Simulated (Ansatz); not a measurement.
Ansatz (a quantum-chemistry and plane-wave program) input (B3LYP/def2-TZVPD):

Ansatz 0.2 input:
```yaml
crystal:
  periodic: [false, false, false]
  atoms:
    - {symbol: N, position_ang: [-0.84261479, 0.38607577, 1.48849691]}
    - {symbol: Si, position_ang: [-0.01511618, -0.01034549, 0.01199014]}
    - {symbol: N, position_ang: [1.60543407, -0.15751728, 0.48938218]}
    - {symbol: O, position_ang: [-0.39903090, -1.38783077, -0.79479863]}
    - {symbol: O, position_ang: [-0.39927516, 1.18962681, -1.05377998]}
    - {symbol: H, position_ang: [-1.68158359, -0.15012839, 1.70933165]}
    - {symbol: H, position_ang: [2.25404897, -0.78183348, 0.04177987]}
    - {symbol: H, position_ang: [1.95557615, 0.24682763, 1.34034181]}
    - {symbol: H, position_ang: [-0.96831861, -1.28127568, -1.56145022]}
    - {symbol: H, position_ang: [-0.30138299, 2.09696924, -0.75439005]}
basis:
  gaussian:
    orbitals: def2-TZVPD
hamiltonian:
  xc: {name: B3LYP}
magnetization: {spin_polarized: true, initial_magnetization: 1}
output: {forces: true}
```

Output:

```
Functional definition: B3LYP
integrals: 0.18 GiB planned
1270 factors; their error is unknown
0.39 GiB of the device are held for the grids
1.36 GiB of device memory are held for the factors and their scratch space
mean field: 1.54 GiB planned
mean field evaluation 1: about -15023.1128 eV, gradient 7.2e1 eV
mean field evaluation 2: about -14997.5455 eV, gradient 1.1e2 eV
mean field evaluation 4: about -15039.7746 eV, gradient 7.2e0 eV
mean field evaluation 8: about -15039.9823 eV, gradient 1.7e-1 eV
mean field evaluation 16: about -15039.9957 eV, gradient 4.4e-3 eV
mean field -15039.99569897 eV, -552.7096474618 hartree, gradient 6.8e-5 eV, S^2 0.753969; 2 other end points of the search recorded, 0 dependent functions left out
the calculation of the forces begins
reference -15039.99599337 eV, -552.7096582810 hartree; 25, 24 occupied and 217, 218 virtual orbitals, 1270 factors
Total energy: -15039.99599337 eV, -552.7096582810 hartree
Atom 0 at    -0.842615     0.386076     1.488497 Å, force    -0.018757     0.001015     0.023494 eV/Å
Atom 1 at    -0.015116    -0.010345     0.011990 Å, force    -0.014223     0.003187     0.019546 eV/Å
Atom 2 at     1.605434    -0.157517     0.489382 Å, force     0.005963    -0.005123    -0.007622 eV/Å
Atom 3 at    -0.399031    -1.387831    -0.794799 Å, force    -0.002560    -0.023441    -0.019527 eV/Å
Atom 4 at    -0.399275     1.189627    -1.053780 Å, force     0.004203     0.017650    -0.018795 eV/Å
Atom 5 at    -1.681584    -0.150128     1.709332 Å, force    -0.017407     0.002134     0.022057 eV/Å
Atom 6 at     2.254049    -0.781833     0.041780 Å, force     0.037139    -0.009960     0.004352 eV/Å
Atom 7 at     1.955576     0.246828     1.340342 Å, force     0.030082     0.002651     0.015976 eV/Å
Atom 8 at    -0.968319    -1.281276    -1.561450 Å, force    -0.016539    -0.026077    -0.026255 eV/Å
Atom 9 at    -0.301383     2.096969    -0.754390 Å, force    -0.007903     0.037964    -0.013225 eV/Å
Dipole moment:     0.052830     0.062319    -0.032768 e Å
```

It need not be the lowest isomer of its formula.
